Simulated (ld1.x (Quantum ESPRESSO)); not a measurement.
Configuration tests for rhenium (PAW)

| Item | Value |
| --- | --- |
| Element | rhenium |
| Generator | ld1.x (Quantum ESPRESSO) 7.5 |
| Type | PAW |
| Functional | PBEsol |
| Relativity | scalar-relativistic |
| Frozen core | [Kr] 4d10 4f14 |
| Valence charge | 15 |
| Reference configuration | 5s2 5p6 5d5 6s2 6p0 |
| Partial waves | 5s (bound): rcut 1.60, rcutus 1.70 bohr; 6s (bound): rcut 1.60, rcutus 1.70 bohr; 5p (bound): rcut 1.60, rcutus 1.85 bohr; 6p (bound, empty): rcut 1.60, rcutus 1.85 bohr; 5d (bound): rcut 1.95, rcutus 2.40 bohr; 5d channel at 3.2 Ry: rcut 1.95, rcutus 2.40 bohr |
| Local potential | all-electron potential smoothed inside 1.30 bohr (lloc = -2) |
| Core correction | Bessel-smoothed model core, default radius (core density twice the valence density) |
| Augmentation charge | PSQ, inside the norm-conserving radii |

Energies are relative to the spin-unpolarised reference configuration 5s2 5p6 5d5 6s2 6p0; without spin polarisation the order of configurations can differ from experiment.

```tsv
valence configuration	charge	ΔE all-electron (eV)	error AE − PS (meV)
5s2 5p6 5d5 6s1 6p0	+1	9.292	-1.5
5s2 5p6 5d5 6s0 6p0	+2	25.636	-0.7
5s2 5p6 5d3 6s0 6p0	+4	92.177	-57
5s1 5p6 5d5 6s2 6p0	+1	91.817	-168
5s2 5p5 5d5 6s2 6p0	+1	52.951	-103
```

(1) What are ΔE and the potential's error for 5s2 5p6 5d5 6s1.5 6p0?

(2) What are ΔE and the potential's error for 5s2 5p6 5d4 6s0 6p0?

Levels in the configuration 5s2 5p6 5d5 6s1.5 6p0:

```csv
level,all-electron (eV),pseudo (eV)
5s,-89.041,-89.031
5p,-50.795,-50.791
5d,-9.068,-9.068
6s,-9.267,-9.265
```

## Answers

(1) ΔE = 3.802 eV all-electron; the error (AE − PS) is -1.0 meV.

(2) ΔE = 52.794 eV all-electron; the error (AE − PS) is -10.0 meV.
